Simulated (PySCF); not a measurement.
PySCF input:

```python
from pyscf import gto, scf, mp, cc as ccmod

mol = gto.M(
    atom='''
    Si   -1.02909718    0.09598792    0.19603010
    P     1.16264179   -0.17498748   -0.28686021
    H    -1.82509624   -0.83302336   -0.63823404
    H    -1.45804519    1.48794000   -0.08774552
    H    -1.28854722   -0.19745417    1.62733475
    H     1.53942232    0.82351881    0.65712658
    ''',
    basis='cc-pvdz',
    charge=0,
    spin=1,
    verbose=4,
)

mf = scf.UHF(mol)
mf.conv_tol = 1e-10
mf.max_cycle = 100
mf.kernel()
mo, _, stable, _ = mf.stability(return_status=True)
if not stable:
    mf.kernel(mf.make_rdm1(mo, mf.mo_occ))
mp2 = mp.MP2(mf, frozen=10).run()
cc = ccmod.CCSD(mf, frozen=10)
cc.max_cycle = 100
cc.kernel()
et = cc.ccsd_t()
print(f'E(CCSD(T)) = {cc.e_tot + et:.9f}')
```

Question: Which total energy does the run end on?

Answer: -632.23267 Eh (CCSD(T)/cc-pVDZ).

It need not be the lowest isomer of its formula.
